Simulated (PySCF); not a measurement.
**CdPb at PBE**

Level: PBE. PySCF, scalar-relativistic core potentials, basis sets Cd def2-SVP with ECP28, Pb def2-SVP with ECP60.

| Quantity | Value |
| --- | --- |
| state | ³Σ⁻ (triplet), unpaired electrons π ↑↑ |
| bond length | 290.1 pm |
| harmonic wavenumber | 105 cm⁻¹ |
| force constant | 0.479 mdyn/Å |
| rotational constant Be | 0.02722 cm⁻¹ |
| anharmonicity ωexe | 0.511 cm⁻¹ |
| vibration–rotation constant αe | 0.000142 cm⁻¹ |
| well depth De to Cd + Pb | 59 kJ/mol |
| dissociation energy D0 | 58 kJ/mol |
| bond order (Mayer) | 1.02 |
| dipole moment (positive dipole means Cd(−)Pb(+)) | -1.48 D |

These are scalar-relativistic numbers at best; spin–orbit coupling would shift them, the dissociation energy most. The state is the lowest determinant that a PBE0 search found; another state may lie lower at other levels.
